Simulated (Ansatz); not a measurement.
AlAs2⁻. The state is a quintet with charge -1. Geometry PBE-D4/def2-TZVPD; atoms count from 1.

```xyz
3

Al    0.353   -1.284    0.706
As   -1.323    0.358   -0.298
As    0.970    0.927   -0.409
```

The highest occupied level of the charge -1 quintet lies above zero (up to 0.84 eV). The electron is either unbound and held by the finite basis, or the level is raised by self-interaction error. At PBE0-D4/def2-TZVPD a singlet of charge -1 lies 2.25 eV below the quintet, each at its own geometry. The structure comes from a short search, and lower isomers may exist.

**Question.** Estimate the Mulliken populations from the PBE0/def2-TZVPD orbitals of Ansatz.

**Answer.** 
```csv
atom,charge (e),spin (α − β)
Al1,-0.43,1.83
As2,-0.28,1.09
As3,-0.28,1.09
```
Mulliken values depend strongly on the basis. With diffuse functions, as here, like atoms can get unlike values, and bond orders can come out too low or too high.

**Question.** Where does the spin sit?

**Answer.** Summed by element: Al 1.83, As 2.17, of 4 unpaired in all. Largest on single atoms: Al1 1.83, As3 1.09, As2 1.09.

**Question.** And the Mayer bond orders between heavy atoms (over 0.3)?

**Answer.** Al1–As2 1.01 (2.55 Å); Al1–As3 1.01 (2.55 Å); As2–As3 1.47 (2.36 Å).
